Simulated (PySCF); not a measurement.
BH5O3Si, SMILES OB(O)O[SiH3]. Atoms are numbered in the order given.

```xyz
10

B      0.0448    -0.9627     0.0000
O      0.8500    -2.0677     0.0000
H      0.3900    -2.9130     0.0000
O     -1.3304    -0.9933     0.0000
H     -1.7371    -1.8657     0.0000
O      0.6521     0.2560     0.0000
Si     0.0148     1.8016     0.0000
H     -0.8132     2.0348    -1.2171
H     -0.8132     2.0348     1.2171
H      1.1679     2.7399     0.0000
```

Geometry: B3LYP-D3(BJ)/def2-SVP. One conformer was computed; it need not be the lowest.

The numbers are results of PySCF with CAM-B3LYP/def2-TZVP, not measurements.

Isolated molecule, no solvent.

```
Quantity                                                                                                         Result
---------------------------------------------------------------------------------------------  ------------------------
total energy                                                                                         -543.26166 hartree
point group                                                                                                          Cs
highest occupied level                                                                                        -10.26 eV
lowest empty level                                                                                              0.70 eV
orbital gap                                                                                                    10.96 eV
dipole moment                                                                                                    2.96 D
quadrupole, principal values (traceless, Buckingham form, about the centre of nuclear charge)  -11.01, -4.10, 15.12 D·Å
mean static polarisability                                                                         48.5 bohr³ (7.19 Å³)
polarisability, principal values                                                                 41.3, 47.3, 57.0 bohr³
```
